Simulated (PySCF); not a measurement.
A side-by-side comparison of computed properties.

First species: C7H12SSi.
Atom-mapped SMILES: `[CH:1]#[C:2]/[C:3]([CH2:4][CH3:5])=[C:6](\[CH3:7])[S:8][SiH3:9]` (hydrogens: H10 on C1; H11, H12 on C4; H13, H14, H15 on C5; H16, H17, H18 on C7; H19, H20, H21 on Si9)

Cartesian coordinates in Å at the GFN2-xTB level; atoms count from 1:
```
atom  x, y, z in Å
C1    -2.1521    2.2829    1.0632
C2    -1.4722    1.3451    0.7428
C3    -0.7270    0.1911    0.4066
C4    -1.3404   -1.1131    0.8372
C5    -2.3247   -1.6172   -0.2177
C6     0.4228    0.2976   -0.2778
C7     1.0057    1.5958   -0.7322
S8     1.3045   -1.1710   -0.7589
Si9    3.3616   -0.7068   -0.3561
H10   -2.7320    3.1136    1.3355
H11   -0.5520   -1.8547    0.9767
H12   -1.8638   -0.9696    1.7853
H13   -2.7822   -2.5485    0.1075
H14   -1.8037   -1.7936   -1.1555
H15   -3.1088   -0.8818   -0.3857
H16    1.2427    1.5510   -1.7948
H17    0.2990    2.4046   -0.5587
H18    1.9273    1.8162   -0.1897
H19    3.9827   -2.0144   -0.4655
H20    3.4369   -0.1451    0.9871
H21    3.8668    0.2346   -1.3498
```

Second species: C4H13NOSi2.
Numbering: `[CH3:1][C:2](=[O:3])[N:4]([CH3:5])[SiH2:6][CH2:7][SiH3:8]` (hydrogens: H9, H10, H11 on C1; H12, H13, H14 on C5; H15, H16 on Si6; H17, H18 on C7; H19, H20, H21 on Si8)

Levels: PBE0/pcSseg-1 for dipole moment, HOMO energy, LUMO energy and HOMO–LUMO gap; GFN2-xTB for rotational constant A and rotational constant C. Geometries: GFN2-xTB. Each species is one conformer at its optimised geometry, gas phase, non-relativistic unless stated. Electronic properties by PySCF.

The conformers computed, where there is a choice (atom-mapped SMILES and torsion angles):
- `[CH:1]#[C:2]/[C:3]([CH2:4][CH3:5])=[C:6](\[CH3:7])[S:8][SiH3:9]`: C2–C3–C4–C5 86°, C3–C6–S8–Si9 -137°
- `[CH3:1][C:2](=[O:3])[N:4]([CH3:5])[SiH2:6][CH2:7][SiH3:8]`: C1–C2–N4–C5 -1°, C2–N4–Si6–C7 -71°, N4–Si6–C7–Si8 -174°

Problem. Which of the two has the higher HOMO energy, and by how much?

Solution. The first: -6.33 eV against -7.36 eV, a difference of 1.03 eV.

Problem. Which has the higher rotational constant A?

Solution. The second: 3.036 GHz against 1.864 GHz, a difference of 1.172 GHz.

Problem. Which has the higher rotational constant C?

Solution. The second: 0.604 GHz against 0.555 GHz, a difference of 0.049 GHz.

Problem. Which of the two has the higher HOMO–LUMO gap, and by how much?

Solution. The second: 7.69 eV against 5.53 eV, a difference of 2.16 eV.

Problem. Which has the higher LUMO energy?

Solution. The second: 0.33 eV against -0.80 eV, a difference of 1.13 eV.

Problem. Which of the two has the higher dipole moment, and by how much?

Solution. The second: 3.77 D against 1.39 D, a difference of 2.38 D.

On the first: In atomic units the dipole is 0.55 e·bohr (1 au = 2.5417 D). A dipole of 1.39 D is allowed in C1, and pure rotational transitions are dipole-allowed.

On the second: The dipole matches unit charges of opposite sign 0.78 Å apart (1 e·Å = 4.8032 D). A dipole of 3.77 D is allowed in C1, and pure rotational transitions are dipole-allowed.
